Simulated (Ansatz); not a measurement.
calcium atom (Ca), singlet. Base run: PBE/pcseg-1 in Ansatz (a program for electronic structure).

The Ansatz input:
Ansatz 0.2 input:
```yaml
crystal:
  periodic: [false, false, false]
  atoms:
    - {symbol: Ca, position_ang: [0.00000000, 0.00000000, 0.00000000]}
basis:
  gaussian:
    orbitals: pcseg-1.json
hamiltonian:
  xc: pbe
```
The basis file holds pcseg-1 in the JSON format of the Basis Set Exchange.

The base run was repeated with changes; each row names its change, and settings that it needs were set with it.

| change | basis functions | E (Eh) |
|---|---|---|
| base | 24 | -677.25457 |
| basis = Sapporo-DKH3-DZP-2012; relativity = none | 26 | -676.39955 |
| basis = ANO-RCC-VDZP; relativity = spin-free X2C; nucleus = Gaussian | 22 | -680.23156 |
| basis = ANO-RCC-VDZP; relativity = none | 22 | -676.32521 |
| basis = x2c-TZVPall; relativity = spin-free X2C | 36 | -680.22492 |
| basis = ANO-RCC-VDZP; relativity = spin-free X2C | 22 | -680.23269 |
| basis = Sapporo-DKH3-DZP-2012; relativity = spin-free X2C; nucleus = Gaussian | 26 | -680.22158 |
| basis = x2c-TZVPall; relativity = none | 36 | -676.67594 |
| basis = Sapporo-DKH3-DZP-2012; relativity = spin-free X2C | 26 | -680.22264 |
| basis = x2c-TZVPall; relativity = spin-free X2C; nucleus = Gaussian | 36 | -680.22392 |

Totals shift with the method and basis; they matter in differences.

Ansatz warned in this series: the basis is contracted for relativity, which the run leaves out.

Basis sets contracted for a relativistic Hamiltonian are a mismatch without it, so the rows without relativity aren't non-relativistic limits. No row has spin-orbit coupling; sets with core potentials leave out the core electrons.
